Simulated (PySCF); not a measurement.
A side-by-side comparison of computed properties.

First species: C7H17OP.
InChI=1S/C7H17OP/c1-6-7(2,3)9(4,5)8/h6H2,1-5H3

Second species: C₉H₇PS.
SMILES: `p1csc(-c2ccccc2)c1`

Levels: PBE0/pcSseg-1 for dipole moment, HOMO energy, LUMO energy and HOMO–LUMO gap; GFN2-xTB for rotational constant A and rotational constant C. Geometries: GFN2-xTB. Each structure is a single optimised conformer of the isolated species, non-relativistic unless stated. Electronic properties by PySCF.

Dipoles, sizes and rotational constants follow the conformer. The torsions of the flexible species, by atom-mapped SMILES:
- `[CH3:1][CH2:2][C:3]([CH3:4])([CH3:5])[P:6]([CH3:7])([CH3:8])=[O:9]`: C1–C2–C3–C4 -58°, C2–C3–P6–C7 159°
- `[cH:1]1[cH:2][cH:3][c:4](-[c:5]2[cH:6][p:7][cH:8][s:9]2)[cH:10][cH:11]1`: C3–C4–C5–C6 25°

| property | column X | column Y |
| --- | --- | --- |
| dipole moment | 3.81 D | 1.73 D |
| HOMO energy | -7.20 eV | -6.54 eV |
| LUMO energy | 0.99 eV | -1.67 eV |
| HOMO–LUMO gap | 8.19 eV | 4.87 eV |
| rotational constant A | 1.639 GHz | 2.387 GHz |
| rotational constant C | 1.058 GHz | 0.418 GHz |

Task: Which column belongs to which species?

Result: Column X is the first species and column Y the second. The first has 26 atoms and 82 electrons, the second 18 and 92.

Task: How does each property change from the first species to the second?

Result: dipole moment -2.08 D; HOMO energy +0.66 eV; LUMO energy -2.66 eV; HOMO–LUMO gap -3.32 eV; rotational constant A +0.748 GHz; rotational constant C -0.640 GHz.

On the first: In atomic units the dipole is 1.50 e·bohr (1 au = 2.5417 D).

On the second: A dipole of 1.73 D is allowed in C1, and pure rotational transitions are dipole-allowed. The dipole equals about 5.8 × 10⁻³⁰ C·m (1 D = 3.33564 × 10⁻³⁰ C·m).
